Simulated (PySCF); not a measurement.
# Badger's rule along the second period: bonds to Se

PBE0 in PySCF with def2-TZVPP on every atom, for the lowest determinant that a PBE0 search found; no spin–orbit coupling. Badger's rule says that Re = d + c·k^(−1/3) for bonds between atoms of fixed rows.

```json
{"molecule": "SeO", "state (unpaired electrons)": "triplet (π ↑↑)", "Re (Å)": "1.633", "k (mdyn/Å)": "7.44"}
{"molecule": "SeF", "state (unpaired electrons)": "doublet (π ↑)", "Re (Å)": "1.738", "k (mdyn/Å)": "?"}
{"molecule": "BSe", "state (unpaired electrons)": "doublet (σ ↑)", "Re (Å)": "1.741", "k (mdyn/Å)": "?"}
{"molecule": "BeSe", "state (unpaired electrons)": "singlet (closed shell)", "Re (Å)": "1.868", "k (mdyn/Å)": "3.53"}
```

Fix c and d from SeO and BeSe.

c = (1.868 − 1.633)/(3.53^(−1/3) − 7.44^(−1/3)) = 1.626, d = 1.633 − c·7.44^(−1/3) = 0.800 Å.

Predict k of the others and set the computed values beside them.



```csv
molecule,k by the rule,k computed,difference (%)
SeF,5.21,4.54,15
BSe,5.16,5.63,-8
```

The rule misses by 12 % on average; it knows nothing of spin state or of how ionic a bond is, and both change along this series.

Spin–orbit coupling is left out. States were picked by a PBE0 search and need not be the measured ground states.
